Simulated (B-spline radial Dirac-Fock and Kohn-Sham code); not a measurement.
## Auger parameter of ytterbium: the L3 level and its strongest L3-MM line

Model: Dirac-Fock energy differences between relaxed states, corrected for Breit and QED terms. Program: a radial B-spline solver. The modified Auger parameter α′ is the binding energy plus the kinetic energy of the Auger electron; it does not depend on the energy zero. For free ions it tends to fall with charge, since less charge screens the final holes.

| species | configuration | binding 2p3/2 (eV) | Auger line | kinetic (eV) | α′ (eV) |
| --- | --- | --- | --- | --- | --- |
| Yb | [Xe] 4f14 6s2 | 8942.9 | M4M5 J=4 | 5775.5 | 14718.4 |
| Yb | [Xe] 4f12 5d2 6s2 | 8961.2 | M4M5 J=4 | 5750.3 | 14711.5 |
| Yb | [Xe] 4f13 5d1 6s2 | 8951.8 | M4M5 J=4 | 5763.3 | 14715.1 |
| Yb⁺ | [Xe] 4f14 6s1 | 8950.3 | M4M5 J=4 | 5766.8 | 14717.0 |
| Yb⁺ (Watson 2.4 Å) | [Xe] 4f14 6s1 | 8944.5 | M4M5 J=4 | 5772.7 | 14717.2 |
| Yb²⁺ | [Xe] 4f14 | 8958.8 | M4M5 J=4 | 5757.1 | 14715.9 |
| Yb³⁺ | [Xe] 4f13 | 8980.7 | M4M5 J=4 | 5730.3 | 14711.0 |
| Yb³⁺ | [Xe] 4f11 6s2 | 9009.5 | M4M5 J=4 | 5693.6 | 14703.1 |
| Yb³⁺ (Watson 1.8 Å) | [Xe] 4f13 | 8956.7 | M4M5 J=4 | 5754.3 | 14711.0 |
| Yb³⁺ (Watson 2.4 Å) | [Xe] 4f13 | 8962.7 | M4M5 J=4 | 5748.3 | 14711.0 |
| Yb⁴⁺ | [Xe] 4f12 | 9005.2 | M4M5 J=4 | 5701.0 | 14706.2 |
| Yb⁵⁺ | [Kr] 4d10 4f12 5s2 5p5 | 9024.3 | M4M5 J=4 | 5681.5 | 14705.8 |
| Yb⁶⁺ | [Kr] 4d10 4f12 5s2 5p4 | 9044.2 | M4M5 J=4 | 5661.2 | 14705.4 |
| Yb⁷⁺ | [Kr] 4d10 4f12 5s2 5p3 | 9065.0 | M4M5 J=4 | 5640.2 | 14705.2 |
| Yb⁸⁺ | [Kr] 4d10 4f12 5s2 5p2 | 9086.6 | M4M5 J=4 | 5618.6 | 14705.1 |

Values without a named source are computed, but for edge energies of neutral atoms, which are taken from tables.
